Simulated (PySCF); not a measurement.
C4H9, charge -1, singlet, at a GFN2-xTB geometry (in this run its highest filled SCF level lies above zero, so its values depend strongly on the basis, on diffuse functions most of all). Base run: R2SCAN/STO-3G (PySCF).

Here is a job for PySCF.
```python
from pyscf import gto, scf, dft

mol = gto.Mole()
mol.atom = '''
    C     0.706625    1.789509   -0.028220
    C     0.786026    0.265653   -0.085826
    C    -0.641726   -0.277369   -0.008265
    C    -0.668825   -1.805094   -0.006838
    H     1.710783    2.230725    0.024125
    H    -1.691251   -2.202591   -0.006651
    H     0.125753    2.232344    0.830332
    H     0.229219    2.184623   -0.937640
    H    -0.154785   -2.187592    0.875554
    H    -0.148255   -2.183755   -0.885516
    H     1.289105   -0.050233    0.880233
    H    -1.206800    0.074736   -0.888826
    H    -1.246369    0.065548    0.883281
'''
mol.basis = 'sto-3g'
mol.charge = -1
mol.spin = 0
mol.verbose = 4
mol.build()

mf = dft.RKS(mol)
mf.xc = 'r2scan'
mf.kernel()
```

Each row names what was changed in the base input (with any setting that the change needs).

| change | ΔE vs base (mEh) | SCF cycles | outcome |
|---|---|---|---|
| base | 0.000 | 9 | converged |
| conv_tol = 1e-6 | 0.000 | 7 | converged |
| level_shift = 0.3 (with mf.max_cycle = 100) | 0.000 | 11 | converged |
| init_guess = sap | 0.000 | 9 | converged |
| conv_tol = 1e-7 | 0.000 | 7 | converged |
| DIIS = ADIIS | 0.000 | 11 | converged |
| diis_space = 4 | 0.000 | 10 | converged |
| init_guess = mod_huckel | 0.000 | 9 | converged |
| level_shift = 0.5 (with mf.max_cycle = 100) | 0.000 | 16 | converged |
| DIIS = EDIIS | - | 50 | not converged |
| level_shift = 0.1 (with mf.max_cycle = 100) | 0.000 | 9 | converged |
| conv_tol_grad = 1e-3 | 0.000 | 9 | converged |
| solver = newton; init_guess = 1e | 0.000 | - | converged |
